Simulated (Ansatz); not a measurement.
Calculated with Ansatz (gas phase, PBE0-D4/def2-TZVP geometries, no zero-point term in ΔE). CCSD(T)/CBS is the MP2 limit (def2-TZVPP, def2-QZVPP) plus CCSD(T) − MP2 in def2-TZVPP, frozen cores. This one scheme is used for every species. Elements past krypton have def2 core potentials. For W outer-core shells are correlated without core-valence functions, which leaves a few kJ/mol of doubt a bond. One conformer a species, not always the lowest.

`[O]=[W]([OH])([F])([F])[F]` + H₂O → `[O]=[W]([OH])([OH])([F])[F]` + H–F  (formal hydrolysis of a W–F bond)

`[O]=[W]([OH])([F])([F])[F]`:

Cartesian coordinates in Å:
```
O -0.878 1.254 -1.146
W -0.316 -0.013 -0.206
O 1.245 0.680 0.530
F -1.136 0.184 1.454
F -1.555 -1.380 -0.426
F 0.731 -1.058 -1.336
H 1.908 0.333 1.130
```

H₂O:

Z-matrix (Å, degrees):
```
O
H 1 0.960
H 1 0.960 2 105.1
```

`[O]=[W]([OH])([OH])([F])[F]`:

```xyz
8

O     0.898   -1.113   -1.350
W     0.108   -0.490   -0.003
O     1.175    0.878    0.732
O    -0.980    0.792   -0.849
F    -1.489   -1.424    0.324
F     0.739   -1.523    1.407
H     1.344    1.699    0.264
H    -1.795    1.181   -0.525
```

H–F:

Cartesian coordinates in Å:
```
F -0.161 0.028 0.430
H 0.161 -0.028 -0.430
```

| species | SCS-MP2/def2-QZVPP energy (Eh) |
| --- | --- |
| `[O]=[W]([OH])([F])([F])[F]` | -517.29819 |
| H₂O | -76.34808 |
| `[O]=[W]([OH])([OH])([F])[F]` | -493.27079 |
| H–F | -100.36288 |

Question: Work out ΔE.

Answer: ΔE = (-493.27079) + (-100.36288) − (-517.29819) − (-76.34808) = 0.01260 Eh = +33.1 kJ/mol. CCSD(T)/CBS gives +31.3 kJ/mol.

Largest T1 diagnostic among the species: 0.021, so the coupled-cluster value is less sure than usual.

In def2-TZVPP, CCSD(T) changes the Hartree–Fock value by −7.1 kJ/mol (the triples alone add −0.8 kJ/mol) and MP2 by −8.7 kJ/mol. The D4 term adds −3.4 kJ/mol with B3LYP and −1.8 kJ/mol with PBE0; it sums over pairs of atoms, weighted by their polarisabilities, and B3LYP, whose exchange is more repulsive, gets the larger term. Leaving LDA and LC-ωPBE aside and taking each functional with its dispersion term where it has one, the values, not all of them listed here, spread over 10.9 kJ/mol, from PBE-QIDH to B97M-V. LDA lies −5.9 kJ/mol from PBE without D4.

B3LYP here is the variant with VWN-RPA as its local correlation; programs differ in this.
